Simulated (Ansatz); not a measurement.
Input for Ansatz (a program for electronic structure): U-CCSD(T)/def2-TZVPP on ZnP, 2S+1 = 2, a spin state set in the input, which need not be the lowest, a point of a bond scan (R = 2.387 Å).

Ansatz 0.2 input:
```yaml
crystal:
  periodic: [false, false, false]
  atoms:
    - {symbol: Zn, position_ang: [0.00000000, 0.00000000, 0.00000000]}
    - {symbol: P, position_ang: [0.00000000, 0.00000000, 2.38664900]}
basis:
  gaussian:
    orbitals: def2-TZVPP
magnetization: {spin_polarized: true, initial_magnetization: 1}
correlation: {method: ccsd_t, electrons: valence}
output: {orbitals: {seedname: ./end}}
```

Program output:

```
WARN ansatz: RAYON_NUM_THREADS=2 ignored (pool sized by the plan → 2); use --threads N
Functional definition: HF
integrals: 0.20 GiB planned
706 factors; integrals over basis functions are off by at most 4.8e-4 eV
mean field: 0.33 GiB planned
mean field evaluation 1: about -57645.4337 eV, gradient 1.1e1 eV
mean field evaluation 2: about -57645.4367 eV, gradient 1.1e1 eV
mean field evaluation 4: about -57646.2763 eV, gradient 2.2e0 eV
mean field evaluation 8: about -57646.3287 eV, gradient 5.3e-1 eV
mean field evaluation 16: about -57646.6276 eV, gradient 2.0e-6 eV
mean field evaluation 32: about -57639.2569 eV, gradient 7.2e1 eV
mean field evaluation 64: about -57638.4470 eV, gradient 6.4e-1 eV
mean field evaluation 96: about -57638.6468 eV, gradient 3.0e0 eV
mean field evaluation 128: about -57643.9534 eV, gradient 3.4e-5 eV
mean field evaluation 160: about -57638.5681 eV, gradient 4.9e-3 eV
mean field evaluation 192: about -57645.9233 eV, gradient 1.6e1 eV
mean field evaluation 224: about -57646.2822 eV, gradient 1.0e-5 eV
mean field evaluation 256: about -57647.2235 eV, gradient 2.0e-5 eV
mean field evaluation 288: about -57644.6544 eV, gradient 1.4e0 eV
mean field evaluation 320: about -57647.5205 eV, gradient 1.2e-1 eV
mean field evaluation 352: about -57640.6813 eV, gradient 8.8e0 eV
mean field evaluation 384: about -57646.2822 eV, gradient 1.6e-2 eV
mean field evaluation 416: about -57641.3217 eV, gradient 2.2e0 eV
mean field evaluation 448: about -57638.2346 eV, gradient 4.5e0 eV
mean field evaluation 480: about -57645.7568 eV, gradient 3.0e-1 eV
mean field evaluation 512: about -57646.6276 eV, gradient 1.6e-3 eV
mean field evaluation 544: about -57644.4538 eV, gradient 1.1e-2 eV
mean field evaluation 576: about -57641.8116 eV, gradient 9.3e0 eV
mean field evaluation 608: about -57647.5156 eV, gradient 2.3e-1 eV
mean field evaluation 640: about -57647.2235 eV, gradient 1.7e-2 eV
mean field evaluation 672: about -57645.7600 eV, gradient 5.4e-2 eV
mean field evaluation 704: about -57645.3437 eV, gradient 2.2e-2 eV
mean field evaluation 736: about -57643.9534 eV, gradient 1.1e-3 eV
mean field evaluation 768: about -57644.1779 eV, gradient 1.6e0 eV
mean field evaluation 800: about -57644.4538 eV, gradient 9.7e-4 eV
mean field evaluation 832: about -57643.1552 eV, gradient 5.6e0 eV
mean field evaluation 864: about -57645.7602 eV, gradient 2.1e-2 eV
mean field evaluation 896: about -57647.5210 eV, gradient 1.2e-2 eV
mean field evaluation 928: about -57643.4864 eV, gradient 1.4e-3 eV
mean field evaluation 960: about -57646.6276 eV, gradient 4.4e-3 eV
mean field evaluation 992: about -57643.3632 eV, gradient 4.7e-2 eV
mean field evaluation 1024: about -57643.9551 eV, gradient 2.1e-1 eV
mean field evaluation 1056: about -57645.6862 eV, gradient 1.6e0 eV
mean field evaluation 1088: about -57644.2834 eV, gradient 7.2e0 eV
mean field evaluation 1120: about -57645.3400 eV, gradient 2.1e-1 eV
mean field evaluation 1152: about -57645.3438 eV, gradient 2.0e-4 eV
mean field evaluation 1184: about -57644.2642 eV, gradient 9.8e-1 eV
mean field evaluation 1216: about -57643.3192 eV, gradient 4.3e-2 eV
mean field evaluation 1248: about -57647.5209 eV, gradient 2.7e-2 eV
mean field evaluation 1280: about -57646.3400 eV, gradient 1.2e0 eV
mean field evaluation 1312: about -57643.9647 eV, gradient 8.9e-2 eV
mean field evaluation 1344: about -57641.0468 eV, gradient 3.9e0 eV
mean field evaluation 1376: about -57645.6686 eV, gradient 4.4e0 eV
mean field evaluation 1408: about -57643.6383 eV, gradient 1.4e0 eV
mean field evaluation 1440: about -57643.2934 eV, gradient 6.7e-4 eV
mean field evaluation 1472: about -57647.2235 eV, gradient 1.7e-2 eV
mean field evaluation 1504: about -57647.5210 eV, gradient 2.4e-3 eV
mean field evaluation 1536: about -57646.3064 eV, gradient 3.5e-1 eV
mean field evaluation 1568: about -57645.3408 eV, gradient 2.2e-1 eV
mean field -57647.52095571 eV, -2118.5073202291 hartree, gradient 2.4e-6 eV, S^2 1.791169; 27 other end points of the search recorded, 0 dependent functions left out
determinant -57647.52095571 eV, -2118.5073202291 hartree, with singles and doubles -57670.45174762 eV, -2119.3500112890 hartree
determinant -57647.22354068 eV, -2118.4963904283 hartree, with singles and doubles -57670.19799542 eV, -2119.3406860673 hartree
determinant -57646.62756359 eV, -2118.4744886742 hartree, with singles and doubles -57670.09758323 eV, -2119.3369959875 hartree
determinant -57646.42454117 eV, -2118.4670277382 hartree, with singles and doubles -57670.04356199 eV, -2119.3350107437 hartree
determinant -57646.28220702 eV, -2118.4617970545 hartree, with singles and doubles -57670.18837352 eV, -2119.3403324691 hartree
determinant -57645.76017620 eV, -2118.4426127759 hartree, with singles and doubles -57669.34675245 eV, -2119.3094034652 hartree
determinant -57645.34377228 eV, -2118.4273102138 hartree, with singles and doubles -57668.09161035 eV, -2119.2632778438 hartree
determinant -57644.45377786 eV, -2118.3946035223 hartree, with singles and doubles -57667.08984488 eV, -2119.2264636419 hartree
determinant -57647.52095571 eV, -2118.5073202291 hartree, with singles and doubles -57670.50693775 eV, -2119.3520394886 hartree
determinant -57647.22354068 eV, -2118.4963904283 hartree, with singles and doubles -57670.27830066 eV, -2119.3436372305 hartree
determinant -57646.62756359 eV, -2118.4744886742 hartree, with singles and doubles -57670.19691831 eV, -2119.3406464845 hartree
determinant -57646.42454117 eV, -2118.4670277382 hartree, with singles and doubles -57670.14766842 eV, -2119.3388365842 hartree
determinant -57646.28220702 eV, -2118.4617970545 hartree, with singles and doubles -57670.22509360 eV, -2119.3416819073 hartree
10 core orbitals not correlated, not the lowest: weight in the atoms' cores, before any rotation towards them, 1.000 or more for the frozen orbitals, at most 0.000 for the correlated occupied ones
reference -57647.52095571 eV, -2118.5073202291 hartree; 13, 12 occupied and 83, 84 virtual orbitals, 706 factors
second order -24.55055078 eV of doubles, -0.00000000 eV of singles
coupled cluster: 0.64 GiB planned
cycle   1  -22.98597957 eV  change    2.5e-6 eV  update   3.1e-6
coupled cluster: 0.65 GiB planned
perturbative correction -0.61400823 eV, -0.0225643864 hartree
WARN: the results are in doubt because among natural orbitals full CI differs from the method by +0.212 eV
Total energy: -57671.12094351 eV, -2119.3746037841 hartree
In doubt: among natural orbitals full CI differs from the method by +0.212 eV
```

The calculation finished and met its thresholds. Its determinant has ⟨S²⟩ = 1.79, a mixture of spin states.

Warnings raised: large difference.

Cost: roughly 6 core-minutes.
